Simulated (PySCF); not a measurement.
In⁻ (indium, charge -1) across methods

[Kr] 4d10 5s2 5p2, high-spin 3P determinant. Computed with PySCF 2.14 in aug-cc-pVTZ-PP with ECP28MDF (6s5p4d2f, 55 functions), with scalar relativity through the core potential.

```json
{"method": "UHF", "E (hartree)": "-189.21314", "mean ε 5s α (eV)": "-7.045", "mean ε 5s β (eV)": "-4.928", "mean ε 5p α (eV)": "-0.567", "Σ⟨r²⟩ (bohr²)": "102.0", "⟨S²⟩": "2.015"}
{"method": "r2SCAN", "E (hartree)": "-190.2024", "mean ε 5s α (eV)": "-4.048", "mean ε 5s β (eV)": "-3.176", "mean ε 5p α (eV)": "1.140", "Σ⟨r²⟩ (bohr²)": "104.9", "⟨S²⟩": "2.005"}
{"method": "LDA", "E (hartree)": "-189.8192", "mean ε 5s α (eV)": "-4.116", "mean ε 5s β (eV)": "-3.514", "mean ε 5p α (eV)": "1.156", "Σ⟨r²⟩ (bohr²)": "110.0", "⟨S²⟩": "2.001"}
{"method": "M06", "E (hartree)": "-190.1911", "mean ε 5s α (eV)": "-4.850", "mean ε 5s β (eV)": "-4.674", "mean ε 5p α (eV)": "0.941", "Σ⟨r²⟩ (bohr²)": "118.1", "⟨S²⟩": "2.002"}
{"method": "B3LYP", "E (hartree)": "-190.2040", "mean ε 5s α (eV)": "-4.664", "mean ε 5s β (eV)": "-3.901", "mean ε 5p α (eV)": "0.891", "Σ⟨r²⟩ (bohr²)": "108.8", "⟨S²⟩": "2.002"}
{"method": "r2SCANh", "E (hartree)": "-190.1889", "mean ε 5s α (eV)": "-4.400", "mean ε 5s β (eV)": "-3.427", "mean ε 5p α (eV)": "0.962", "Σ⟨r²⟩ (bohr²)": "103.5", "⟨S²⟩": "2.006"}
{"method": "PBE0", "E (hartree)": "-190.1319", "mean ε 5s α (eV)": "-4.749", "mean ε 5s β (eV)": "-3.731", "mean ε 5p α (eV)": "0.766", "Σ⟨r²⟩ (bohr²)": "104.2", "⟨S²⟩": "2.003"}
{"method": "revPBE", "E (hartree)": "-190.1882", "mean ε 5s α (eV)": "-3.798", "mean ε 5s β (eV)": "-3.078", "mean ε 5p α (eV)": "1.240", "Σ⟨r²⟩ (bohr²)": "110.0", "⟨S²⟩": "2.002"}
```

Estimate the same row for PBE.

E (hartree) = -190.1365; mean ε 5s α (eV) = -3.869; mean ε 5s β (eV) = -3.186; mean ε 5p α (eV) = 1.216; Σ⟨r²⟩ (bohr²) = 110.2; ⟨S²⟩ = 2.002.

Energies and moments cover only the electrons outside the core potential.

The highest occupied level is positive at r2SCAN, PBE, LDA, M06, B3LYP, r2SCANh, PBE0, revPBE: only the finite basis holds that electron, which in a density functional comes from self-interaction.
